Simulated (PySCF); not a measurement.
What does the PBE0-D3(BJ)/def2-SVP structure of InChI=1S/C2H10N2Si/c1-5(2,3)4/h3-4H2,1-2H3 look like in three dimensions?

Z-matrix in Å and degrees, rows numbered from 1:
```
C 
Si  1  1.8819
C   2  1.8807  1  108.71
N   2  1.7344  1  116.08  3   118.47
N   2  1.7336  1  105.28  3  -125.47
H   1  1.1028  2  111.85  3    63.41
H   1  1.1016  2  110.88  3   -56.33
H   1  1.1016  2  110.81  3  -176.26
H   3  1.1015  2  111.05  1   -55.32
H   3  1.1030  2  111.28  1    64.13
H   3  1.1012  2  111.15  1  -175.71
H   4  1.0131  2  120.24  1   -82.23
H   4  1.0139  2  119.18  1    61.08
H   5  1.0138  2  119.71  1   179.33
H   5  1.0130  2  119.92  1    35.74
```

N4 (silicon-bound nitrogen) has angles 120.2°, 119.2° and 111.1°, sum 350.5°, 0.21 Å off the plane of its three neighbours. Si2 (four-coordinate silicon) is distorted tetrahedral (angles from 105.3° to 116.5°).

Level of theory: PBE0-D3(BJ)/def2-SVP geometry optimisation, gas phase in PySCF.

Point group: C2 (every atom within 0.08 Å of its image). No PBE0-D3(BJ)/def2-SVP frequencies stand behind this structure, so it isn't proved a minimum. The numbers are those of one conformer (C1–Si2–N4–H -82° and 61°, C1–Si2–N5–H 179° and 36°).
